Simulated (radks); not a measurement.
Results of a calculation; reference values are marked as such.
Species: the iron ion Fe2+. Configuration: [Ar] 3d5.5 4s0.5 (fractional occupations, a model configuration). Code: a radial shooting solver on a logarithmic mesh with Libxc functionals. Model: scalar-relativistic Kohn-Sham, SCAN, spin-unpolarised, spherical densities, finite nucleus; meta-GGA in the generalised Kohn-Sham scheme; Fermi nuclear charge, rms radius 3.7377 fm.

Local quantities along the radius. ELF = 1/(1 + alpha^2) is the electron localisation function; alpha = (tau - tau_W)/tau_unif compares the Pauli kinetic energy density with that of the uniform gas. tau is taken from the large components.

```
   r/bohr * ELF (the largest magnitude, 1, reaches the edge; | marks zero)
 0.004868 |                                                      *
 0.006339 |                                                      *
 0.008254 |                                                      *
  0.01075 |                                                      *
    0.014 |                                                      *
  0.01822 |                                                      *
  0.02373 |                                                      *
   0.0309 |                                                     *
  0.04024 |                                                   *
  0.05239 |                                            *
  0.06877 |                         *
  0.08955 |              *
   0.1166 |                    *
   0.1518 |                                    *
   0.1977 |                                            *
   0.2574 |                                          *
   0.3352 |                   *
   0.4365 |        *
   0.5684 |                            *
   0.7401 |                                          *
   0.9637 |                                        *
    1.255 |                          *
    1.647 |         *
    2.145 |   *
    2.793 |   *
    3.636 |   *
    4.735 | *
    6.166 *
```

On this mesh the ELF has minima near r = 0.090, 0.44 bohr, which separate the shells, and maxima near 0.22 (0.82), 0.85 (0.78).

Self-consistent cycle (total energy in hartree, residual of the potential): 1: -1269.297240, 4e+00; 2: -1271.089276, 2e+00; 3: -1271.704089, 7e-01; 4: -1271.722727, 3e-01; 5: -1271.730887, 4e-02; 6: -1271.731159, 2e-02; 7: -1271.731263, 3e-03; 8: -1271.731257, 6e-04; 9: -1271.731251, 7e-05; 10: -1271.731250, 6e-05; 11: -1271.731250, 3e-05; 12: -1271.731250, 5e-06; 13: -1271.731250, 8e-07.
